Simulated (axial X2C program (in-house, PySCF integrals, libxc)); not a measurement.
# Worked dissociation energy of SbCl: BHandHLYP, 2c

Calculated with an in-house all-electron X2C program for linear molecules (integrals from PySCF). Two-component (2c) means X2C with spin–orbit coupling and atomic mean-field two-electron Coulomb and Gaunt terms. Basis: Sb dyall-cv3z [11s12p8d4f1g], Cl dyall-av3z [9s8p3d2f] (cores contracted in-house); Gaussian nuclei, density fitting, unrestricted open shells. Masses: Sb 120.904 u, Cl 34.969 u.

Molecular state: Ω = 1 (⟨Sz⟩ = 0.99, ⟨Lz⟩ = 0.01 at BHandHLYP).

- E(Sb) (2M_J = 3): -6478.077681 hartree
- E(Cl) (2M_J = 1): -461.516583 hartree
- E(SbCl) at Re: -6939.698773 hartree
- ωe: 369.3 cm⁻¹
- ωexe: 1.11 cm⁻¹

(1) Work out De and D0.

The state is a single determinant with fixed occupations, the lowest that a limited PBE0 search found. Dissociation energies refer to the lowest single-determinant-based atoms at the same level and basis. Density functionals use the spin component along the axis (collinear). In 2c an atomic determinant is not the ground J level, so De misses part of the atomic spin–orbit lowering. This holds for BHandHLYP. PBE0 can misorder states that lie within some tenths of an eV, so this need not be the ground state of the molecule. The nearest other 2c determinant of the search, Ω = 0, lies 0.40 eV up at the distance of the search. The functionals have no current-density term, which raises determinants with orbital currents, atoms included. With several unpaired electrons one determinant need not be a pure state. Open-shell Ω = 0 determinants with evenly filled partner blocks cannot be reached by this program, so the Ω shown need not be the lowest component. This is the Ω = 1 component of a π² triplet; the 0⁺ component is not one determinant and can lie lowest.

Each atomic determinant is the lowest at this level and need not be a pure J level. Totals compare only within one Hamiltonian and basis.

Answers

(1) De = -6478.077681 + (-461.516583) − (-6939.698773) = 0.10451 hartree = 2.844 eV. The zero-point energy is ωe/2 − ωexe/4 = 184 cm⁻¹ = 0.023 eV, so D0 = 2.821 eV.
